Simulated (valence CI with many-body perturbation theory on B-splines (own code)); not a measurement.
Forbidden lines of Ca XV

Level of theory: relativistic CI+MBPT: four valence electrons over a frozen Dirac-Fock core [He], radial functions for each j: 11 s, 11 p, 10 d, 8 f, 5 g, 2 h, with the one-electron correlation potential Σ1 (screened to all orders), the two-electron term Σ2, the three-electron term Σ3, Breit, model QED; selected single and double excitations, second order for the rest, scaled by the run's own slope (own B-spline code, finite nucleus).

No measured spectrum was set against this ion. As an estimate, levels of excited configurations hold to 0.05 to 0.15 % of their energy, terms of the ground configuration to about 0.5 %. Among the levels kept, up to 880 cm⁻¹ of a level comes from second order outside the variational space, and about a tenth of that is noise between levels of different J, which matters for small intervals.

Lines 1 to 22 of 22 in falling wavelength, among levels below 5212.3 × 10³ cm⁻¹, chosen from the decays that carry over 1 % of a level's rate. Wavelengths and rates use the calculated energies, so an error of 400 cm⁻¹ moves a line at 1372 Å by 0.55 % and its rate by three times that or more. Electric multipoles are in the length gauge with retardation, E1 and E2 with the static RPA response of the core. M1 uses the operator L + gS. S is in atomic units (e²a₀⁴ for E2 and M2, e²a₀⁶ for E3), for M1 in squared Bohr magnetons. Weak lines are less certain than strong ones. Lines between different terms over intervals too small for the method are left out, as are lines whose strength nearly cancels. The highest levels of a list are the least certain.

Names give the largest LS component (configuration and term), which can be under half, so a name can repeat, a term be missing and a line seem to break the LS rules; names also repeat where a configuration has a term twice. Letters in brackets count levels of one name in rising energy.

```
λ vac (Å)             Upper        Lower  Type   A (s⁻¹)  S (a.u.)
     5699       2s²2p² ³P_1  2s²2p² ³P_0    M1  9.47e+01  1.95e+00
     5445       2s²2p² ³P_2  2s²2p² ³P_1    M1  7.93e+01  2.37e+00
     1372       2s²2p² ¹D_2  2s²2p² ³P_2    M1  8.21e+02  3.93e-01
     1096       2s²2p² ¹D_2  2s²2p² ³P_1    M1  5.68e+02  1.39e-01
    554.3       2s²2p² ¹S_0  2s²2p² ³P_1    M1  9.38e+03  5.92e-02
    26.21     2s²2p3d ³F°_4  2s2p³ ³P°_2    E2  1.10e+07  1.09e-03
    24.41  2s²2p3p ³D_1 [a]  2s²2p² ¹D_2    E2  2.24e+08  5.19e-03
    24.18     2s2p²3p ³F°_4  2s2p³ ³P°_2    E2  1.15e+08  7.62e-03
    23.88  2s²2p3p ³D_1 [a]  2s²2p² ³P_1    E2  1.83e+08  3.80e-03
    23.85      2s²2p3p ³D_2  2s²2p² ³P_2    E2  2.04e+08  7.01e-03
    23.75     2s2p²3p ⁵D°_0  2s2p³ ⁵S°_2    E2  3.32e+08  2.24e-03
    23.70      2s²2p3p ³D_3  2s²2p² ³P_2    E2  2.87e+08  1.34e-02
    23.69     2s2p²3p ³F°_4  2s2p³ ³D°_3    E2  2.71e+08  1.63e-02
    23.69     2s2p²3p ⁵D°_2  2s2p³ ⁵S°_2    E2  3.06e+08  1.02e-02
    23.67     2s2p²3p ³F°_4  2s2p³ ³D°_2    E2  1.04e+08  6.24e-03
    23.62     2s2p²3p ⁵D°_3  2s2p³ ⁵S°_2    E2  3.13e+08  1.44e-02
    23.53     2s2p²3p ⁵D°_4  2s2p³ ⁵S°_2    E2  3.36e+08  1.95e-02
    23.51      2s²2p3p ¹S_0  2s²2p² ¹D_2    E2  9.39e+08  6.03e-03
    20.27       2p³3d ⁵D°_0  2s2p³ ⁵S°_2    E2  1.69e+09  5.16e-03
    20.27       2p³3d ⁵D°_2  2s2p³ ⁵S°_2    E2  1.68e+09  2.57e-02
    20.26       2p³3d ⁵D°_3  2s2p³ ⁵S°_2    E2  1.68e+09  3.59e-02
    20.26       2p³3d ⁵D°_4  2s2p³ ⁵S°_2    E2  1.69e+09  4.64e-02
```
